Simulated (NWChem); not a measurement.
A series in which one site is exchanged, each optimised at PBE0/def2-SVP with NWChem, gas phase unless a solvent is named. All stand in one matching conformer (torsions within 35°), which need not be the lowest. For some, no frequency run checked for a minimum. def2 effective core potentials on Cd, Te, I; no spin-orbit coupling.

A: [OH][Zn][I] (ZnHOI; site = Zn)
B: [OH][Mg][I] (MgHOI; site = Mg)
C: [OH][Cd][I] (CdHOI; site = Cd)
D: O[Te]I (HTeOI; site = Te)

Question: Rank them by orbital gap (eV), PBE0/def2-SVP, lowest first.

Answer: D (3.60), C (5.72), B (6.08), A (6.30)
